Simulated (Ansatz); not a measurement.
Computed with Ansatz on PBE0-D4/def2-TZVP structures; ΔE is electronic, products minus reactants. CCSD(T)/CBS is the MP2 limit (def2-TZVPP, def2-QZVPP) plus CCSD(T) − MP2 in def2-TZVPP, frozen cores. DFT in def2-TZVPP. B3LYP here is the variant with VWN-RPA as its local correlation; programs differ in this. For Ga outer-core shells are correlated without core-valence functions, which leaves a few kJ/mol of doubt a bond. Scalar relativity is left out up to krypton. Each species was taken in one conformer, which may not be the lowest.

Reaction (redistribution): `[SiH3]S[SiH2]Cl` + `[F][Ga]([F])[SH]` → `[SiH3]S[SiH2]S` + `[F][Ga]([F])[Cl]`

| level | ΔE (kJ/mol) | difference from CCSD(T)/CBS |
| --- | --- | --- |
| PBE-D4 | 24.5 | -1.7 |
| r2SCAN-D4 | 24.8 | -1.4 |
| B3LYP-D4 | 26.1 | -0.1 |
| ωB97X-V | 24.1 | -2.1 |
| ωB97M-V | 25.6 | -0.6 |
| B2PLYP | 26.1 | -0.1 |
| PBE | 25.9 | -0.3 |
| r2SCAN | 25.2 | -1.0 |
| PBE0 | 24.6 | -1.6 |
| HF/def2-TZVPP | 22.6 | -3.6 |
| CCSD/def2-TZVPP | 22.9 | -3.3 |
| CCSD(T)/def2-TZVPP | 22.5 | -3.7 |
| HF/def2-QZVPP | 22.4 | -3.8 |
| MP2/def2-QZVPP | 25.4 | -0.8 |
| HF/CBS(def2) | 22.3 | -3.9 |
| MP2/CBS(def2) | 27.1 | 0.9 |
| CCSD(T)/CBS | 26.2 | 0 |

Largest T1 diagnostic among the species: 0.014.
